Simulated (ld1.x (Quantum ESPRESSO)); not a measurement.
An all-electron radial function and its pseudo partner (hydrogen)

Columns: radius, all-electron u(r) and pseudo u(r) of the 1s shell (level -6.49 eV) of hydrogen in the configuration 1s1; PBE, scalar-relativistic, RRKJ scheme, ld1.x (Quantum ESPRESSO) 7.5.

| r (bohr) | all-electron | pseudo |
| --- | --- | --- |
| 0.053 | 0.0965 | 0.0279 |
| 0.105 | 0.1813 | 0.0628 |
| 0.158 | 0.2584 | 0.1117 |
| 0.210 | 0.3257 | 0.1752 |
| 0.262 | 0.3853 | 0.2525 |
| 0.315 | 0.4389 | 0.3406 |
| 0.368 | 0.4859 | 0.4308 |
| 0.420 | 0.5261 | 0.5133 |
| 0.473 | 0.5615 | 0.5848 |
| 0.525 | 0.5914 | 0.6383 |
| 0.578 | 0.6173 | 0.6749 |
| 0.630 | 0.6387 | 0.6950 |
| 0.683 | 0.6568 | 0.7034 |
| 0.735 | 0.6711 | 0.7046 |
| 0.788 | 0.6827 | 0.7029 |
| 0.840 | 0.6913 | 0.7014 |
| 0.893 | 0.6976 | 0.7013 |
| 0.945 | 0.7015 | 0.7024 |
| 0.998 | 0.7034 | 0.7035 |
| 1.050 | 0.7035 | 0.7035 |
| 1.102 | 0.7020 | 0.7020 |
| 1.155 | 0.6990 | 0.6990 |
| 1.208 | 0.6946 | 0.6946 |
| 1.260 | 0.6892 | 0.6892 |
| 1.313 | 0.6827 | 0.6827 |
| 1.365 | 0.6753 | 0.6753 |

(1) How many radial nodes do the two functions have?

(2) At about which radius was the pseudo-wave matched?

(3) Is the pseudo-wave norm-conserving?

Answers

(1) The all-electron 1s function has n − l − 1 = 0; the pseudo-wave has 0.

(2) 1.05 bohr, where the columns begin to agree (steps of 0.05 bohr).

(3) Yes: the RRKJ scheme keeps the norm inside the radius equal to the all-electron one, which fixes the energy derivative of the logarithmic derivative at the level.
